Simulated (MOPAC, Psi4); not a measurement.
Intermolecular potential of H2 ··· HBr (SMILES [H][H] and Br). Monomers: optimised at B3LYP-D3(BJ) (def2-TZVP), held rigid. Orientation: a random orientation, not optimised. The monomers approach along the line of their centres of mass (distance R); nothing else relaxes.

Geometry at R = 3.46 Å (first 2 atoms: monomer A):
```
4

H      0.3719     0.0000     0.0000
H     -0.3719     0.0000     0.0000
Br    -0.4203    -0.4869    -3.4189
H     -0.4838    -1.0338    -2.1047
``` The table gives interaction energies.

```
R / Å      A       B      C
-----  -----  ------  -----
2.86   25.44  -12.12  17.74
3.09   11.90   -6.44   6.90
3.23    7.31   -5.15   3.42
3.46    3.09   -4.53   0.48
3.66    1.31   -3.59  -0.55
3.86    0.44   -2.48  -0.90
4.14   -0.05   -1.32  -0.90
4.47   -0.19   -0.59  -0.69
4.98   -0.17   -0.16  -0.40
5.62   -0.11   -0.03  -0.21
6.66   -0.05    0.00  -0.08
7.93   -0.02    0.00  -0.03
```

Energies in kJ/mol.

Question: Which curve belongs to which method? The methods are HF/aug-cc-pVTZ, counterpoise-corrected (Psi4); Psi4 with DF-MP2/aug-cc-pVDZ, frozen core, counterpoise-corrected; PM3, restricted, heats of formation run with MOPAC.

Answer: A is HF/aug-cc-pVTZ; B is PM3; C is MP2/aug-cc-pVDZ.
